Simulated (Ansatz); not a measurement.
`C[SiH]1[CH2][SnH2]1`, relaxed with RKS PBE0-D4/def2-TZVP in Ansatz from a PBE-D4/def2-SVP geometry. The force threshold is 0.005 eV/Å; the program also tests the step.

Total charge 0; spin multiplicity 1. Sn takes the def2 core potential.

Start:

```xyz
12

C    -0.798   -1.062   -1.557
Si    0.497   -0.040   -0.650
C    -0.023    1.386    0.428
Sn    0.763   -0.272    1.850
H    -0.401   -2.061   -1.826
H    -1.696   -1.200   -0.923
H    -1.105   -0.543   -2.489
H     1.784    0.119   -1.409
H    -1.104    1.583    0.547
H     0.576    2.313    0.413
H    -0.568   -0.643    2.886
H     2.077    0.420    2.728
```

(1) By how much does the energy fall, and how many steps does the optimiser take? (Best estimate.)

(2) Which bonds change most? (Estimate.)

(3) Give the relaxed structure. (Best estimate.)

Results:

(1) Computed: 1.60 kcal/mol, in 8 steps, 1 of them rejected.

(2) Ansatz gave: C3–Sn4 from 2.321 to 2.243 Å; Si2–Sn4 from 2.524 to 2.477 Å; Sn4–H12 from 1.725 to 1.700 Å; Sn4–H11 from 1.727 to 1.701 Å.

(3) Ansatz gave: 
```xyz
12

C    -0.789   -1.050   -1.541
Si    0.501   -0.072   -0.617
C    -0.028    1.373    0.420
Sn    0.725   -0.186    1.847
H    -0.404   -2.029   -1.832
H    -1.675   -1.199   -0.921
H    -1.089   -0.513   -2.446
H     1.759    0.113   -1.386
H    -1.093    1.571    0.511
H     0.555    2.289    0.373
H    -0.535   -0.674    2.880
H     2.075    0.377    2.712
```
